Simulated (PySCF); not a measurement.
Match the calculated data to a structure.

All candidates are C4H11PSi.

| technique | computed result |
| --- | --- |
| Polarisability | 99.5 au [CAM-B3LYP/def2-SVPD] |
| 13C NMR | chemical shifts (computed TMS as zero) by class: 34.5 (2 C), 26.3 (1 C), 18.3 (1 C) ppm [GIAO PBE0/pcSseg-1] |
| UV, first state | lowest singlet excitation: 5.99 eV (207 nm, f = 0.045) [TDDFT CAM-B3LYP/def2-SVPD] |
| 1H NMR | chemical shifts (computed TMS as zero) by class: 3.91 (3 H), 2.55 (2 H), 2.22 (1 H), 2.03 (1 H), 2.01 (1 H), 1.95 (1 H), 1.88 (2 H) ppm [GIAO PBE0/pcSseg-1] |
| NMR, other nuclei | isotropic shieldings of nuclei other than C and H, by class: 437 (1 Si), 469 (1 P) ppm [GIAO PBE0/pcSseg-1] |
| Dipole | 1.41 D [CAM-B3LYP/def2-SVPD] |
| UV, strongest line | among the 8 lowest singlet transitions: S3 at 6.68 eV (186 nm, f = 0.120) [TDDFT CAM-B3LYP/def2-SVPD] |
| Triplet | lowest triplet excitation (Tamm–Dancoff): 5.19 eV [TDA CAM-B3LYP/def2-SVPD] |
| Rotational structure | rotational constants A, B, C: 4.854, 1.269, 1.082 GHz [GFN2-xTB] |

The electronic properties come from PySCF, for the isolated species, density fitting. Levels stand in brackets. The structure is a single GFN2-xTB conformer in the gas phase; no vibrational or solvent corrections. NMR values are class means; diastereotopic atoms form classes of their own.

Problem. Which candidate is it?
A. `[H]/P=C(\[SiH3])C(C)C`
B. `C=CCPC[SiH3]`
C. `[SiH3]PC1CCC1`
D. `P[SiH]1CCCC1`

Solution. C. It is `[SiH3]PC1CCC1`. Numbering: `[SiH3:1][PH:2][CH:3]1[CH2:4][CH2:5][CH2:6]1`. 4 carbons fall into 3 classes; from least to most shielded: four-membered-ring carbon [C4/C6] (34.5 ppm, 2 C, up to 5.9 ppm apart in this geometry), ring sp3 carbon bound to phosphorus [C3] (26.3 ppm), four-membered-ring carbon [C5] (18.3 ppm). Hydrogen classes from least to most shielded: 3 H on an SiH3 silicon, Si1 (3.91 ppm), 2 H on 2 four-membered-ring carbons, C4/C6 (2.55 ppm), 1 H on an sp3 carbon bound to phosphorus, C3 (2.22 ppm), 1 H on a four-membered-ring carbon, C5 (2.03 ppm), 1 H on a three-coordinate phosphorus, P2 (2.01 ppm), 1 H on a four-membered-ring carbon, C5 (1.95 ppm), 2 H on 2 four-membered-ring carbons, C4/C6 (1.88 ppm). The other shieldings belong to: 437 ppm, SiH3 silicon [Si1]; 469 ppm, three-coordinate phosphorus [P2]. The optimised geometry has point group C1 and is an asymmetric top.

The others, at the same levels:
- `P[SiH]1CCCC1` fails: it has 2 carbon classes against 3; its computed 13C shifts are 31.7 (2 C), 16.4 (2 C) ppm, 1H shifts are 4.61 (1 H), 1.65 (2 H), 1.60 (2 H), 1.07 (2 H), 1.00 (2 H), 0.68 (2 H) ppm and rotational constant A is 4.270 GHz (against 4.854 GHz).
- `C=CCPC[SiH3]` fails: it has 4 carbon classes against 3; its computed 13C shifts are 143.6 (1 C), 121.9 (1 C), 42.7 (1 C), 5.1 (1 C) ppm, 1H shifts are 6.26 (1 H), 5.45 (1 H), 5.28 (1 H), 3.97 (3 H), 3.06 (1 H), 2.62 (2 H), 0.92 (2 H) ppm and lowest singlet excitation is 6.17 eV (201 nm, f = 0.024) (against 5.99 eV).
- `[H]/P=C(\[SiH3])C(C)C` fails: its computed 13C shifts are 250.4 (1 C), 46.8 (1 C), 28.1 (2 C) ppm, 1H shifts are 7.19 (1 H), 4.58 (3 H), 3.12 (1 H), 1.40 (6 H) ppm and rotational constant A is 2.472 GHz (against 4.854 GHz).

Each candidate is one conformer, not necessarily the lowest. The conformers computed, where there is a choice (atom-mapped SMILES and torsion angles):
- `[SiH3:1][PH:2][CH:3]1[CH2:4][CH2:5][CH2:6]1`: Si1–P2–C3–C4 61°
- `[CH2:1]=[CH:2][CH2:3][PH:4][CH2:5][SiH3:6]`: C1–C2–C3–P4 113°, C2–C3–P4–C5 -168°, C3–P4–C5–Si6 167°
- `[H]/[P:6]=[C:4](/[CH:2]([CH3:1])[CH3:3])[SiH3:5]`: C1–C2–C4–Si5 -163°

The conformers of `P[SiH]1CCCC1` aren't listed.
